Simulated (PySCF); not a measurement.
Positional isomers: propene boryl. Isolated molecules, 0 K electronic values unless said otherwise. One relaxed conformer stands for each flexible species; it need not be the lowest. Strings in code marks are SMILES.

The S1 excitation (TDA) from two functionals at the same geometries (PBE0-D4/def2-TZVP), both in PySCF: PBE-D3(BJ)/def2-TZVP and PBE0-D4/def2-TZVP. Excitations are Tamm–Dancoff values on a coarser integration grid. The basis has no diffuse functions, so Rydberg states are missing or too high.

```
species      PBE-D3(BJ)/def2-TZVP (eV)  PBE0-D4/def2-TZVP (eV)
-----------  -------------------------  ----------------------
`BC(=C)C`                         4.83                    5.28
`C(=C\B)/C`                       4.85                    5.41
`C(/B)=C/C`                       4.61                    5.14
`BCC=C`                           3.86                    4.72
```

Over these rows, drawn at random from the members with no instability flagged (it was tested for open shells, ions and some series alone), PBE minus PBE0-D4: mean -0.60 eV, from -0.86 eV to -0.46 eV.
